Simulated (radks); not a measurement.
Species: the hafnium anion Hf0.25-. Configuration: [Xe] 4f14 5d3.25 6s1 (fractional occupations, a model configuration).

All-electron calculation, scalar-relativistic Kohn-Sham, PBEsol, spin-unpolarised, spherical densities, point nucleus. Program: a radial shooting solver on a logarithmic mesh with Libxc functionals.

Energy parts (eV):
| part | energy |
|---|---|
| total | -410172.97 |
| kinetic | 449446.16 |
| electron-nucleus | -1012281.86 |
| Hartree | 160910.78 |
| exchange-correlation | -8248.05 |

Orbitals (lengths in bohr, moments of r in powers of bohr; r(90%) holds 90 % of the orbital's charge):
orbital  occ.  eigenvalue (eV)  r(90%)
1s          2        -65260.92  0.0345
2s          2        -11158.72   0.125
2p          6        -9798.331   0.117
3s          2        -2540.113   0.306
3p          6        -2133.784   0.312
3d         10        -1652.823   0.294
4s          2        -509.1401   0.673
4p          6        -375.8309   0.724
4d         10        -203.6324   0.804
5s          2         -64.1318    1.64
5p          6         -32.7952    1.99
4f         14         -13.9751    1.15
6s          1          -3.5092    5.44
5d       3.25          -0.6459    4.99

The highest occupied level is 5d at -0.646 eV. Summed over all electrons, <r^2> = 80.85 bohr^2, which gives a Langevin (diamagnetic) susceptibility term of -64 x 10^-6 cm^3/mol. The density falls to 0.001 e/bohr^3 at r = 5.07 bohr.
